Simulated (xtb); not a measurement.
xtb input (GFN2-xTB):

```bash
xtb mol.xyz --gfn 2 --sp --chrg 0 --uhf 0
```
mol.xyz:
```
3

Mg     0.00000000     0.00000000     0.00000000
F      0.00000000     0.00000000     1.75105467
F     -0.00000000    -0.00000000    -1.75105467
```

End of the output:

```
         :::::::::::::::::::::::::::::::::::::::::::::::::::::
         ::                     SUMMARY                     ::
         :::::::::::::::::::::::::::::::::::::::::::::::::::::
         :: total energy             -10.111500490793 Eh    ::
         :: gradient norm              0.018033977019 Eh/a0 ::
         :: HOMO-LUMO gap              2.377105581051 eV    ::
         ::.................................................::
         :: SCC energy               -10.121218714505 Eh    ::
         :: -> isotropic ES            0.115681076114 Eh    ::
         :: -> anisotropic ES          0.006524599149 Eh    ::
         :: -> anisotropic XC         -0.002761128604 Eh    ::
         :: -> dispersion             -0.000656361945 Eh    ::
         :: repulsion energy           0.009718223712 Eh    ::
         :: add. restraining           0.000000000000 Eh    ::
         :: total charge               0.000000000000 e     ::
         :::::::::::::::::::::::::::::::::::::::::::::::::::::

           -------------------------------------------------
          |                Property Printout                |
           -------------------------------------------------

    * Orbital Energies and Occupations

         #    Occupation            Energy/Eh            Energy/eV
      -------------------------------------------------------------
         1        2.0000           -0.8144504             -22.1623
         2        2.0000           -0.8047413             -21.8981
         3        2.0000           -0.5316371             -14.4666
         4        2.0000           -0.5045926             -13.7307
         5        2.0000           -0.5045926             -13.7307
         6        2.0000           -0.5007026             -13.6248
         7        2.0000           -0.5007026             -13.6248
         8        2.0000           -0.4966955             -13.5158 (HOMO)
         9                         -0.4093385             -11.1387 (LUMO)
Note: The following floating-point exceptions are signalling: IEEE_UNDERFLOW_FLAG IEEE_DENORMAL
normal termination of xtb
        10                         -0.0850528              -2.3144
        11                         -0.0850528              -2.3144
        12                         -0.0127191              -0.3461
        13                         -0.0127191              -0.3461
        14                          0.0851593               2.3173
        15                          0.0851593               2.3173
        16                          0.3556569               9.6779
        17                          1.1241175              30.5888
      -------------------------------------------------------------
                  HL-Gap            0.0873570 Eh            2.3771 eV
             Fermi-level           -0.4530170 Eh          -12.3272 eV

     #   Z          covCN         q      C6AA      α(0)
     1  12 Mg       1.277     0.548   182.996    37.272
     2   9 F        0.639    -0.274    12.057     4.098
     3   9 F        0.639    -0.274    12.057     4.098

 Mol. C6AA /au·bohr⁶  :        367.261234
 Mol. C8AA /au·bohr⁸  :      22533.815773
 Mol. α(0) /au        :         45.467476

Wiberg/Mayer (AO) data.
largest (>0.10) Wiberg bond orders for each atom

 ---------------------------------------------------------------------------
     #   Z sym  total        # sym  WBO       # sym  WBO       # sym  WBO
 ---------------------------------------------------------------------------
     1  12 Mg   2.175 --     3 F    1.087     2 F    1.087
     2   9 F    1.225 --     1 Mg   1.087     3 F    0.137
     3   9 F    1.225 --     1 Mg   1.087     2 F    0.137
 ---------------------------------------------------------------------------

Topologies differ in total number of bonds
Writing topology from bond orders to xtbtopo.mol

molecular dipole:
                 x           y           z       tot (Debye)
 q only:        0.000       0.000      -0.000
   full:        0.000       0.000      -0.000       0.000
molecular quadrupole (traceless):
                xx          xy          yy          xz          yz          zz
 q only:        2.999       0.000       2.999       0.000       0.000      -5.998
  q+dip:        3.543       0.000       3.543      -0.000       0.000      -7.086
   full:        5.645       0.000       5.645      -0.000       0.000     -11.290

           -------------------------------------------------
          | TOTAL ENERGY              -10.111500490793 Eh   |
          | GRADIENT NORM               0.018033977019 Eh/α |
          | HOMO-LUMO GAP               2.377105581051 eV   |
           -------------------------------------------------

------------------------------------------------------------------------
------------------------------------------------------------------------
 total:
 SCF:
```
